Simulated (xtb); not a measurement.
Ge(Me)(NH2)3 (CH₉GeN₃), SMILES [CH3][Ge]([NH2])([NH2])[NH2]. All values are semi-empirical tight-binding results from xtb (GFN2-xTB unless named), good for trends rather than for accurate numbers. The structure is a stationary point at GFN2-xTB. One conformer was computed; it need not be the lowest.

For metal compounds this method's bond lengths and energies can be far off.

```
Item                                          Result
-------------------------------------  -------------
point group as xtb finds it                       Cs
orbital gap                                  6.81 eV
zero-point energy                      68.2 kcal/mol
G − E(el) at 298.15 K (modified RRHO)  46.5 kcal/mol
```
